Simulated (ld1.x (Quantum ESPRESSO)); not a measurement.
## Which change was made? (Cr, TM)

| Quantity | Value |
| --- | --- |
| Element | Cr (Z = 24) |
| Generator | ld1.x (Quantum ESPRESSO) 7.5 |
| Type | norm-conserving Troullier–Martins (Kleinman–Bylander form) |
| Functional | LDA (PZ) |
| Relativity | scalar-relativistic |
| Frozen core | [Ar] |
| Valence charge | 6 |
| Reference configuration | 3d4 4s2 4p0 |
| Partial waves | 4s (bound): rc 2.85 bohr; 4p (bound, empty): rc 2.30 bohr; 3d (bound): rc 1.30 bohr |
| Local potential | all-electron potential smoothed inside 1.95 bohr (lloc = -1) |
| Core correction | Bessel-smoothed model core inside 1.25 bohr |

Cutoffs, loose and tight: the cutoffs (Ry, on a coarse ladder) from which the occupation-weighted sum of valence levels, in a spherical-Bessel basis at the reference potential, stays within 10 and 1 mRy of its value at 400 Ry. They do not see the model core or the augmentation charge, which bear on the density cutoff. Test errors are all-electron minus pseudo excitation energies from the reference, over the configurations 3d5 4s1 4p0; 3d5 4s0 4p0; 3d4 4s0 4p0; 3d4 4s1 4p0; 3d5.5 4s0.5 4p0; 3d5 4s0.5 4p0; 3d4 4s1 4p1 (two spin-polarised tests are not counted in the largest error); variants that change the core or the reference have their own tests. The largest error is taken over the tests solved by every variant that gives reliable tests at all, those not shown here included: 3d4 4s0 4p0; 3d4 4s1 4p0; 3d4 4s1 4p1; 3d5 4s0 4p0.

The base gives: outcome: generated; cutoff, loose: 120 Ry; cutoff, tight: 140 Ry; bound ghosts: none; largest test error (meV): -246.

(1) After one change the result is: outcome: generated; cutoff, loose: 140 Ry; cutoff, tight: 160 Ry; bound ghosts: none; largest test error (meV): -253. Which change was it?
A. wave 3d (bound): rc 1.30 bohr becomes 3d (bound): rc 1.16 bohr
B. all radii but the core radius scaled by about 0.83 (s 2.38, p 1.92, d 1.08 bohr); local potential all-electron potential smoothed inside 1.64 bohr (lloc = -1)
C. local potential the d channel
D. reference 3d3 4s0 4p0

## Answers

(1) A. The others give: reference 3d3 4s0 4p0 → outcome: generated; cutoff, loose: 120 Ry; cutoff, tight: 140 Ry; bound ghosts: s; largest test error (meV): -1212 over the solved tests; 4 of 9 tests not solved or not reliable | local potential the d channel → outcome: generated; cutoff, loose: 120 Ry; cutoff, tight: 140 Ry; bound ghosts: s, p; largest test error (meV): -228 | all radii but the core radius scaled by about 0.83 (s 2.38, p 1.92, d 1.08 bohr); local potential all-electron potential smoothed inside 1.64 bohr (lloc = -1) → outcome: generated; cutoff, loose: 160 Ry; cutoff, tight: 180 Ry; bound ghosts: s; largest test error (meV): -270.
